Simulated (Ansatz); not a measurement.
The cluster H2Au2. Charge 0, multiplicity 1. Geometry relaxed at r2SCAN-D4/def2-TZVP.

```xyz
4

Au    0.360    0.084    0.588
Au   -0.502    0.696   -1.893
H    -0.686   -0.448   -0.740
H     0.828   -0.332    2.045
```

In the def2 sets Au takes a core potential; there is no spin–orbit coupling. The structure comes from a short search, and lower isomers may exist.

Task: Estimate the harmonic wavenumbers at RKS r2SCAN-D4/def2-TZVP (Ansatz, unscaled). Is this a minimum?

Result: 120, 395, 408, 1109, 1683, 2142 cm⁻¹. Yes, no mode is imaginary beyond noise. Zero-point energy 35.0 kJ/mol. Hardware: 4 threads of Arm Neoverse V1 on a shared host. Wall time 18 s.
